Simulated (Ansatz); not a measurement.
`C[SiH2]S[SiH2][GaH2]` + `[AsH3]` → `[GaH2][AsH2]` + `C[SiH2]S[SiH3]`  (cleavage of the Ga–Si bond)

Calculated with Ansatz (gas phase, PBE0-D4/def2-TZVP geometries, no zero-point term in ΔE). CCSD(T)/CBS is the MP2 limit (def2-TZVPP, def2-QZVPP) plus CCSD(T) − MP2 in def2-TZVPP, frozen cores. DFT in def2-TZVPP. HSE06 is defined as in plane-wave codes. For As, Ga outer-core shells are correlated without core-valence functions, which leaves a few kJ/mol of doubt a bond. Scalar relativity is left out up to krypton. Each species was taken in one conformer, which may not be the lowest.

**Question.** Is it downhill or uphill in electronic energy at CCSD(T)/CBS, and by how much? (Best estimate.)

**Answer.** The calculation gave: Downhill: ΔE = -42.1 kJ/mol.

**Question.** What do these levels give: r2SCAN-D4, r2SCANh-D4, ωB97X-V, PBE-QIDH, PBE, revPBE, BLYP, HSE06, CCSD/def2-SVP, MP2/def2-TZVPP, CCSD/def2-TZVPP, HF/def2-QZVPP? (Estimate.)

**Answer.** Ansatz gave: r2SCAN-D4 -41.3, r2SCANh-D4 -42.5, ωB97X-V -43.5, PBE-QIDH -47.3, PBE -42.4, revPBE -49.4, BLYP -54.1, HSE06 -46.4, CCSD/def2-SVP -45.7, MP2/def2-TZVPP -48.7, CCSD/def2-TZVPP -46.2, HF/def2-QZVPP -70.1 kJ/mol.

Largest T1 diagnostic among the species: 0.013.

In def2-TZVPP, CCSD(T) changes the Hartree–Fock value by +27.4 kJ/mol (the triples alone add +3.6 kJ/mol) and MP2 by +21.3 kJ/mol. The D4 term adds +14.4 kJ/mol with B3LYP and +8.1 kJ/mol with PBE0; it sums over pairs of atoms, weighted by their polarisabilities, and B3LYP, whose exchange is more repulsive, gets the larger term.

B3LYP here is the variant with VWN-RPA as its local correlation; programs differ in this.
